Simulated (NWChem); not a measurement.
System: CH9NSi2; SMILES N([SiH3])(C)[SiH3]

```xyz
13

Si     0.5086     1.5501    -0.0074
N     -0.2876    -0.0003    -0.0616
C     -1.7558    -0.0009     0.0805
Si     0.5099    -1.5500    -0.0077
H     -0.1269     2.4700    -0.9932
H      0.4112     2.2180     1.3253
H      1.9434     1.3571    -0.3345
H     -2.1928     0.8809    -0.4046
H     -2.1921    -0.8829    -0.4049
H     -2.0757    -0.0013     1.1323
H     -0.1247    -2.4701    -0.9940
H      1.9446    -1.3557    -0.3346
H      0.4127    -2.2185     1.3247
```
Atoms are numbered in this order, from 1.

Level: B3LYP/6-31G* (spherical d) (NWChem), optimised geometry, unscaled harmonic frequencies. 

Task: List the harmonic frequencies with IR intensities, and the thermochemistry.

Result: 
```json
[
 {"frequency (cm⁻¹)": "98", "IR intensity (km/mol)": "0.1"},
 {"frequency (cm⁻¹)": "99", "IR intensity (km/mol)": "0.1"},
 {"frequency (cm⁻¹)": "129", "IR intensity (km/mol)": "0.0"},
 {"frequency (cm⁻¹)": "197", "IR intensity (km/mol)": "3.3"},
 {"frequency (cm⁻¹)": "226", "IR intensity (km/mol)": "0.5"},
 {"frequency (cm⁻¹)": "271", "IR intensity (km/mol)": "0.2"},
 {"frequency (cm⁻¹)": "549", "IR intensity (km/mol)": "0.4"},
 {"frequency (cm⁻¹)": "659", "IR intensity (km/mol)": "1.5"},
 {"frequency (cm⁻¹)": "701", "IR intensity (km/mol)": "1.1"},
 {"frequency (cm⁻¹)": "713", "IR intensity (km/mol)": "87.5"},
 {"frequency (cm⁻¹)": "754", "IR intensity (km/mol)": "36.2"},
 {"frequency (cm⁻¹)": "926", "IR intensity (km/mol)": "107.9"},
 {"frequency (cm⁻¹)": "936", "IR intensity (km/mol)": "140.1"},
 {"frequency (cm⁻¹)": "943", "IR intensity (km/mol)": "543.4"},
 {"frequency (cm⁻¹)": "961", "IR intensity (km/mol)": "2.5"},
 {"frequency (cm⁻¹)": "981", "IR intensity (km/mol)": "169.6"},
 {"frequency (cm⁻¹)": "998", "IR intensity (km/mol)": "145.2"},
 {"frequency (cm⁻¹)": "1023", "IR intensity (km/mol)": "53.2"},
 {"frequency (cm⁻¹)": "1117", "IR intensity (km/mol)": "150.6"},
 {"frequency (cm⁻¹)": "1154", "IR intensity (km/mol)": "5.1"},
 {"frequency (cm⁻¹)": "1228", "IR intensity (km/mol)": "47.5"},
 {"frequency (cm⁻¹)": "1495", "IR intensity (km/mol)": "2.3"},
 {"frequency (cm⁻¹)": "1528", "IR intensity (km/mol)": "6.6"},
 {"frequency (cm⁻¹)": "1539", "IR intensity (km/mol)": "6.4"},
 {"frequency (cm⁻¹)": "2206", "IR intensity (km/mol)": "92.2"},
 {"frequency (cm⁻¹)": "2211", "IR intensity (km/mol)": "359.1"},
 {"frequency (cm⁻¹)": "2227", "IR intensity (km/mol)": "190.1"},
 {"frequency (cm⁻¹)": "2235", "IR intensity (km/mol)": "56.4"},
 {"frequency (cm⁻¹)": "2265", "IR intensity (km/mol)": "3.6"},
 {"frequency (cm⁻¹)": "2279", "IR intensity (km/mol)": "245.1"},
 {"frequency (cm⁻¹)": "3017", "IR intensity (km/mol)": "61.4"},
 {"frequency (cm⁻¹)": "3073", "IR intensity (km/mol)": "29.4"},
 {"frequency (cm⁻¹)": "3094", "IR intensity (km/mol)": "23.2"}
]
```

The zero-point energy is 59.8 kcal/mol and the thermal correction to the enthalpy at 298.15 K (with zero-point energy) is 65.1 kcal/mol. The heat capacity Cv is 25.4 cal/(mol K) and the entropy at 298.15 K and 1 atm (symmetry number 1) comes out as 84.2 cal/(mol K). The dipole moment comes out as 0.84 D.

Rigid rotor and harmonic oscillator; modes under 100 cm⁻¹ make the entropy uncertain.
